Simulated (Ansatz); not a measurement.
This geometry of C3H7BBrCl (13 atoms, charge 0, multiplicity 1) is a first-order saddle point.

Method: RKS PBE0-D4/def2-SVP in Ansatz 0.2.0.

```xyz
13
Properties=species:S:1:pos:R:3
B -0.130 -0.509 1.744
C 0.586 0.508 0.767
C -0.093 0.625 -0.590
C -0.145 -0.677 -1.362
Cl 0.781 1.837 -1.589
Br -1.940 1.274 -0.351
H -1.132 -0.188 2.332
H 0.322 -1.616 1.926
H 0.597 1.509 1.230
H 1.630 0.217 0.565
H -0.719 -1.433 -0.803
H 0.880 -1.050 -1.512
H -0.616 -0.531 -2.342
```

(1) Which two structures does it join? (They come from a converged band through this point; their orientation in space is the band's.)

(2) How far does it lie above each of them?

Results:

(1) No bond is made or broken. The dihedral H7–B1–C2–C3 goes from -173 to 9°. The two ends are copies of one structure, up to a mirror image or an exchange of like atoms.

Initial state:

```xyz
13
Properties=species:S:1:pos:R:3
B -0.283 -0.323 1.805
C 0.327 0.651 0.747
C -0.126 0.518 -0.694
C 0.163 -0.824 -1.327
Cl 0.658 1.798 -1.685
Br -2.075 0.830 -0.741
H -0.021 -0.134 2.970
H -0.964 -1.276 1.509
H 0.187 1.692 1.087
H 1.427 0.505 0.790
H -0.327 -1.625 -0.757
H 1.251 -0.994 -1.327
H -0.197 -0.851 -2.364
```

Final state:

```xyz
13
Properties=species:S:1:pos:R:3
B -0.277 -0.325 1.806
C 0.328 0.651 0.746
C -0.128 0.518 -0.694
C 0.158 -0.824 -1.328
Cl 0.658 1.797 -1.686
Br -2.076 0.833 -0.738
H -0.962 -1.275 1.512
H -0.006 -0.139 2.970
H 0.186 1.691 1.089
H 1.429 0.508 0.786
H -0.336 -1.623 -0.758
H 1.246 -0.999 -1.326
H -0.200 -0.849 -2.365
```

(2) 16.7 kJ/mol above the first and 16.7 kJ/mol above the second. This is the barrier of this one path; another mechanism may lie lower.

The run took 4.9 min on 2 threads of Arm Neoverse V1, with other jobs on the host, peak memory 0.46 GiB.
